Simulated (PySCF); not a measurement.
**Computed spin Hamiltonian**

Compound: C4H2FO2S (doublet state).
Geometry (GFN2-xTB, Å), atoms numbered from 1 in this order:
```xyz
10
C4H2FO2S angstrom
C     -1.753   -0.588    0.015
C     -0.464   -0.161    0.001
O      0.617   -0.999   -0.225
C      1.747   -0.275   -0.174
S      3.242   -0.850   -0.382
O      1.456    1.022    0.079
C      0.119    1.099    0.187
F     -0.432    2.265    0.437
H     -2.543    0.112    0.196
H     -1.981   -1.621   -0.156
```

The hyperfine couplings belong to this conformer and change with its torsions.

Identity: `[CH2]c1oc(=S)oc1F` [radical].

Method: UKS B3LYP, pcH-1 on C F H O S, non-relativistic, mean-field spin-orbit, GIAO (PySCF). Geometry: GFN2-xTB; no solvent, vibrations or thermal averaging. Couplings are sensitive to structure, and on GFN2-xTB geometries they can be far from those on DFT ones. Stability of the SCF solution: not tested. ⟨S²⟩ is 0.773 where a pure state has 0.75.

| Property | Result |
| --- | --- |
| g1, g2, g3 | 2.00206, 2.00384, 2.00627 |
| g_iso | 2.00406 |
| Form of g | rhombic: the two nearest values differ by 42 % of g3 − g1 |
| ⟨S²⟩ | 0.7728 (exact 0.7500) |
| α and β electrons | 34, 33 |
| HOMO–LUMO gap, α and β orbitals | 4.33, 3.74 eV |

Hyperfine couplings atom by atom, in MHz; T1 to T3 are the principal values of the dipolar part:

```tsv
atom	isotope	a_iso	of which spin–orbit	T1	T2	T3	Mulliken spin population
C1	13C	49.6	-0.1	-48.7	-47.4	96.1	0.65
C2	13C	-53.2	0.0	-26.3	9.9	16.4	-0.21
O3	17O	3.9	0.0	-4.4	-3.3	7.7	-0.01
C4	13C	-2.0	0.0	-1.4	0.2	1.2	-0.01
S5	33S	1.4	0.1	-6.4	-5.6	12.0	0.07
O6	17O	-7.9	0.0	-25.2	11.9	13.3	0.03
C7	13C	62.9	0.0	-55.9	-53.8	109.7	0.51
F8	19F	92.0	-0.1	-159.7	-124.3	284.0	0.03
H9	1H	-38.0	0.0	-20.8	-1.2	22.0	-0.03
H10	1H	-40.1	0.0	-23.6	-0.2	23.9	-0.03
```

The Mulliken spin populations are largest on C1 (+0.65), C7 (+0.51), C2 (-0.21) and S5 (+0.07). The positive populations add up to 1.29 and the negative ones to -0.29, together 2S = 1. The angles at C1 add up to 360.0°, so it is planar.

Axes: g1 is normal to the molecular plane and g2 points within 2° of the C2–C7 bond.

Under fast tumbling the dipolar parts average out, and these isotropic splittings remain: 1 × 19F (F8, I = 1/2, 2 lines) with 3.28 mT, 1 × 1H (H10, I = 1/2, 2 lines) with 1.43 mT and 1 × 1H (H9, I = 1/2, 2 lines) with 1.36 mT.

H9 and H10 aren't averaged: C1 is flat or nearly so (angle sum 360°), and its turn about the short C1–C2 bond (1.36 Å) is taken as slow.

The 17O coupling of O6 (-7.9 MHz) shows only in satellite lines or after enrichment, since that isotope makes up about 0.038 % of natural oxygen.

The 13C coupling of C7 (62.9 MHz) shows only in satellite lines or after enrichment, since that isotope makes up about 1.07 % of natural carbon.

The spin density at the nucleus, in bohr⁻³, is negative for C2 (-0.0473), H10 (-0.0090) and H9 (-0.0085), for instance. A restricted open-shell determinant has no negative spin density anywhere; here it arises because α and β orbitals differ (spin polarisation).

Hardware: one thread of an AMD EPYC 9B45, shared host. Cost: 26 s (with the writing of density and orbital grids), 0.88 GiB resident at most.
